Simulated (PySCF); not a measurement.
# Gallium: a sound run and one with changed settings

Sound run: Ga [Ar] 3d10 4s2 4p1, Ga⁺ [Ar] 3d10 4s2. Calculation: PySCF 2.14, in cc-pVDZ-DK (5s4p2d, 27 functions); the spin-free X2C one-electron Hamiltonian (Gaussian nucleus). In the sound run the correlated levels freeze [Ar] 3d10. The sound run starts from symmetry-adapted Hartree-Fock orbitals and uses a fine grid where one is needed.

Changed run: a valence shell is frozen. This setting is unsound on purpose.

Ionisation energy of Ga:

| method | sound run (eV) | changed run (eV) |
| --- | --- | --- |
| UHF | 5.507 | 5.507 |
| MP2 | 5.650 | 5.507 |
| SCS-MP2 | 5.629 | 5.507 |
| CCSD | 5.708 | 5.507 |
| CCSD(T) | 5.720 | 5.507 |
| CCSDT | n/a | 5.507 |
| FCI | n/a | 5.507 |

Freezing a valence shell removes pair correlation that changes on ionisation.

For comparison, NIST gives 5.999 eV between the lowest levels.
